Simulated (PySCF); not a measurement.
C2H8Si, charge +1, multiplicity 2. Atoms are numbered in the order given.

```xyz
11

Si     0.0000     0.0000    -0.4670
C      1.6963     0.0000     0.4350
C     -1.6963     0.0000     0.4350
H      0.0000    -1.3420    -1.1565
H      0.0000     1.3420    -1.1565
H      1.6782     0.9297     1.0310
H      2.5587     0.0000    -0.2469
H      1.6782    -0.9297     1.0310
H     -2.5587     0.0000    -0.2469
H     -1.6782     0.9297     1.0310
H     -1.6782    -0.9297     1.0310
```
Charge +1, spin multiplicity 2.

Geometry: B3LYP-D3(BJ)/def2-SVP. The geometry has at least one imaginary mode, so it is a saddle point at that level. The multiplicity is an assumed one; other spin states were not compared. The isomer is the one that the SMILES or the coordinates give; other isomers of the formula were not compared.

Level of theory: PySCF with M06-2X/def2-TZVPD.

Mulliken values depend strongly on the basis, most of all with diffuse functions as here. ESP charges are fitted to the potential on shells at 1.4 to 2.0 van der Waals radii. Atomic charges (e):

```json
[
 {"atom": "Si1", "ESP fit": "0.53", "meta-Löwdin": "…", "Mulliken spin": "0.19"},
 {"atom": "C2", "ESP fit": "-0.66", "meta-Löwdin": "…", "Mulliken spin": "0.27"},
 {"atom": "C3", "ESP fit": "-0.66", "meta-Löwdin": "…", "Mulliken spin": "0.27"},
 {"atom": "H4", "ESP fit": "0.08", "meta-Löwdin": "…", "Mulliken spin": "0.15"},
 {"atom": "H5", "ESP fit": "0.08", "meta-Löwdin": "…", "Mulliken spin": "0.15"},
 {"atom": "H6", "ESP fit": "0.28", "meta-Löwdin": "…", "Mulliken spin": "0.01"},
 {"atom": "H7", "ESP fit": "0.27", "meta-Löwdin": "…", "Mulliken spin": "-0.03"},
 {"atom": "H8", "ESP fit": "0.28", "meta-Löwdin": "…", "Mulliken spin": "0.01"},
 {"atom": "H9", "ESP fit": "0.27", "meta-Löwdin": "…", "Mulliken spin": "-0.03"},
 {"atom": "H10", "ESP fit": "0.28", "meta-Löwdin": "…", "Mulliken spin": "0.01"},
 {"atom": "H11", "ESP fit": "0.28", "meta-Löwdin": "…", "Mulliken spin": "0.01"}
]
```

### Question
Fill in the missing entries. (Estimate from the structure and the level; the computed values follow.)

### Answer

- Si1, meta-Löwdin: 0.79
- C2, meta-Löwdin: -0.47
- C3, meta-Löwdin: -0.47
- H4, meta-Löwdin: 0.03
- H5, meta-Löwdin: 0.03
- H6, meta-Löwdin: 0.18
- H7, meta-Löwdin: 0.19
- H8, meta-Löwdin: 0.18
- H9, meta-Löwdin: 0.19
- H10, meta-Löwdin: 0.18
- H11, meta-Löwdin: 0.18
